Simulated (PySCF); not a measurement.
Molecule: `N[SiH](N)F`, FH₅N₂Si.

Molfile (atoms numbered from 1):
```
FH5N2Si
     RDKit          3D

  9  8  0  0  0  0  0  0  0  0999 V2000
   -1.4003    0.3878    0.4673 N   0  0  0  0  0  0  0  0  0  0  0  0
   -0.0632   -0.5562   -0.0098 Si  0  0  0  0  0  4  0  0  0  0  0  0
    1.3022    0.4742   -0.0704 N   0  0  0  0  0  0  0  0  0  0  0  0
   -0.1323   -1.1886   -1.5122 F   0  0  0  0  0  0  0  0  0  0  0  0
   -1.5854    1.2888    0.0421 H   0  0  0  0  0  0  0  0  0  0  0  0
   -2.2382   -0.0388    0.8431 H   0  0  0  0  0  0  0  0  0  0  0  0
   -0.0537   -1.7459    0.8848 H   0  0  0  0  0  0  0  0  0  0  0  0
    1.5455    1.0596    0.7189 H   0  0  0  0  0  0  0  0  0  0  0  0
    2.1131    0.2238   -0.6229 H   0  0  0  0  0  0  0  0  0  0  0  0
  1  2  1  0
  2  3  1  0
  2  4  1  0
  1  5  1  0
  1  6  1  0
  2  7  1  0
  3  8  1  0
  3  9  1  0
M  END
```

Geometry PBE0-D3(BJ)/def2-SVP throughout; GIAO in PySCF, gas phase, one conformer, non-relativistic; equivalent atoms averaged; basis pcSseg-2.

Task: How do the shifts δ (against NH3, TMS, CFCl3 at the same level) depend on the functional? (ppm; last column core-seconds on shared hosts with different chips, so compare them loosely; the GGAs took longer than the global hybrids here, which isn't the general rule, and the cause wasn't traced)

Result: 
```
functional                    kind  N1/N3    Si2      F4    H7  H5/H6/H8/H9  core-s
        HF            Hartree–Fock   19.2  -42.9  -104.9  4.35         1.12     8.1
       LDA                     LDA   42.6  -32.7  -151.5  5.54         0.99      18
       PBE                     GGA   35.8  -36.9  -155.5  5.29         0.88      22
      BLYP                     GGA   35.2  -45.5  -157.1  5.18         0.86      22
      BP86                     GGA   34.2  -38.4  -155.9  5.28         0.87      22
      OPBE                     GGA   31.3  -31.5  -154.6  5.16         0.86      22
       KT2                     GGA   33.6  -34.7  -161.1  5.28         0.95      23
       KT3                     GGA   30.3  -38.3  -161.1  5.03         0.89      23
     B97-D                     GGA   30.5  -43.4  -156.3  5.07         0.85      22
     B3LYP           global hybrid   31.5  -43.3  -142.8  4.95         0.92      15
      PBE0           global hybrid   30.8  -35.7  -138.6  4.99         0.95      15
  mPW1PW91           global hybrid   30.0  -36.6  -138.4  4.95         0.94      15
      WP04           global hybrid   21.3  -52.8  -153.7  4.33         0.91      12
     B97-2           global hybrid   28.2  -38.8  -141.9  4.89         0.91      12
 BHandHLYP           global hybrid   26.9  -42.4  -126.0  4.66         1.02      11
 CAM-B3LYP  range-separated hybrid   31.7  -38.6  -130.0  4.89         0.98      19
   wB97X-D  range-separated hybrid   28.5  -36.0  -132.4  4.88         0.96      17
   LC-wPBE  range-separated hybrid   28.8  -26.5  -119.1  4.83         0.96      22
```

Task: Which nucleus moves most, in ppm?

Result: F4 (fluorine bonded to Si): from -161.1 ppm with KT2 to -104.9 ppm with HF. The smallest spread is 0.27 ppm, at H5/H6/H8/H9.
